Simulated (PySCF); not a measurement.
## Radial density of Ce (cerium, neutral)

CAM-B3LYP, [Xe] 5d1 6s2 6p1, one real determinant (an excited configuration). Calculation: PySCF 2.14, in cc-pVDZ-X2C (8s7p5d3f1g, 84 functions); the spin-free X2C one-electron Hamiltonian (Gaussian nucleus).

| r (bohr) | 4πr²ρ (e/bohr) | 4πr²(ρα − ρβ) |
| --- | --- | --- |
| 0.0181 | 76.84 | 0.0004 |
| 0.0304 | 66.73 | 0.0019 |
| 0.0512 | 82.84 | 0.0052 |
| 0.0861 | 97.64 | 0.0165 |
| 0.145 | 73.18 | 0.0448 |
| 0.244 | 82.35 | 0.0166 |
| 0.410 | 31.04 | 0.0532 |
| 0.689 | 32.82 | 0.0740 |
| 1.16 | 10.26 | 0.1304 |
| 1.95 | 4.904 | 0.5305 |
| 3.28 | 1.201 | 0.3877 |
| 5.52 | 0.4958 | 0.2081 |
| 9.28 | 0.02169 | 0.0195 |
| 15.6 | 3.315e-05 | 0.0000 |

Densities and radii are taken from the X2C orbitals without a picture-change correction, which distorts them close to the nucleus.

⟨L²⟩ = 8.19 against 12 for a pure F term, so this real determinant mixes terms. Spin-orbit coupling, absent here, splits the open shell strongly.
